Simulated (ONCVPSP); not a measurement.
**iridium (Ir): one change to an ONCV potential, before and after**

Ir, optimised norm-conserving Vanderbilt (ONCV), made with ONCVPSP 4.0.1 (PBE, scalar-relativistic). Core [Kr] 4d10 4f14, reference 5s2 5p6 5d7 6s0.5 (charge +1.5). Waves: 5s+6s: rc 1.35 bohr, ncon 4, nbas 8, qcut 8.5 1/bohr, 2 projectors; 5p: rc 1.25 bohr, ncon 5, nbas 8, qcut 6.6 1/bohr, 1 projector; 5d: rc 1.25 bohr, ncon 4, nbas 7, qcut 8.3 1/bohr, local. Local part: the d channel. Core correction: none.

Change: s: qcut 6.1.

Cutoffs: the cutoffs (Ha) at which the residual kinetic energy of the hardest occupied pseudo-wave falls to 1 and 0.1 mHa per electron; they do not see the model core or the augmentation charge, which bear on the density cutoff. Errors are all-electron minus pseudo energies relative to the spin-unpolarised reference configuration.

Question: Predict the effect on cutoff, ghosts and configuration errors.

Answer: The potential gets neither clearly harder nor softer (107 Ha and 126 Ha → 107 Ha and 126 Ha); both files keep a bound ghost (p); the errors of the 4 common tests hardly move; the range in which the s phases agree narrows (upper end at the end of the scan → 3.0).

| quantity | base | changed |
| --- | --- | --- |
| cutoff, loose | 107 Ha | 107 Ha |
| cutoff, tight | 126 Ha | 126 Ha |
| loose cutoff by channel | s 29 Ha, p 107 Ha, d 17 Ha | s 75 Ha, p 107 Ha, d 17 Ha |
| bound ghosts | p | p |
| GHOST(+) flags under 300 eV | none | none |
| error for 5s2 5p6 5d7 6s2, meV [ΔE -17.62 eV] | +6.9 | +6.3 |
| error for 5s2 5p6 5d7 6s1, meV [ΔE -7.74 eV] | +2.7 | +2.6 |
| error for 5s2 5p6 5d7 6s0, meV [ΔE 9.72 eV] | -2.7 | -2.9 |
| error for 5s2 5p6 5d7.5 6s1.5, meV [ΔE -17.91 eV] | +5.4 | +5.3 |
| s: phases at 1.37 bohr within 0.05 rad from the reference energy up to (Ha; the scan ends near 5) | to the end of the scan | 3.0 |
| p: phases at 1.27 bohr within 0.05 rad from the reference energy up to (Ha; the scan ends near 5) | 0.8 | 0.8 |
| d: phases at 1.27 bohr within 0.05 rad from the reference energy up to (Ha; the scan ends near 5) | to the end of the scan | to the end of the scan |

 A true bound ghost makes a file unfit for plane-wave use even where its test errors are small: the radial tests pick states by their node count and pass the ghost by.
